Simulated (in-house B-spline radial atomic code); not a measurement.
Configurations of Sb VII (Sb6+), with energies counted from [Kr] 4d9. Computed with a radial B-spline atomic code at the basis-set limit: scalar-relativistic (X2C) LDA exchange-only, spin-polarised, spherical fractional occupations, Fermi nucleus of rms radius 4.6802 fm. Shells without spins written out take the highest spin.

Occupations are held fixed; configurations that lie above the ionisation limit could autoionise.

| configuration | E - E(ref) (eV) | highest orbital | its <r> (bohr) |
| --- | --- | --- | --- |
| [Kr] 4d8 4f1 | 64.151 | 4f up | 1.558 |
| [Ar] 3d10 4s2 4p(3 up, 2 down) 4d(4 up, 5 down) 5s(1 up, 0 down) | 105.7 | 5s up | 1.767 |
| [Ar] 3d10 4s2 4p5 4d9 5f1 | 154.9 | 5f up | 3.297 |
| [Ar] 3d(5 up, 4 down) 4s2 4p6 4d10 | 497.48 | 4d down | 0.9533 |
| [Ar] 3d9 4s2 4p6 4d9 5p1 | 547.74 | 5p up | 1.936 |
| [Ar] 3d9 4s2 4p6 4d9 5d1 | 566.74 | 5d up | 2.357 |

Question: Order these further configurations by energy, lowest first.
A. [Ar] 3d10 4s2 4p5 4d9 5p1
B. [Ar] 3d10 4s2 4p(2 up, 3 down) 4d(4 up, 5 down) 4f(1 up, 0 down)
C. [Ar] 3d10 4s2 4p5 4d9 5d1
D. [Ar] 3d10 4s2 4p5 4d9 4f1
E. [Ar] 3d9 4s2 4p6 4d9 4f1

Answer: A (117.4 eV), D (134.4 eV), B (135.63 eV), C (136.37 eV), E (564.9 eV).

Question: How far above the reference does [Kr] 4d8 5f1 lie?

Answer: 84.364 eV; its least bound orbital is 5f up with <r> = 3.314 bohr.

Question: How far above the reference does [Kr] 4d(3 up, 5 down) 4f(1 up, 0 down) lie?

Answer: 65.513 eV; its least bound orbital is 4f up with <r> = 1.605 bohr.
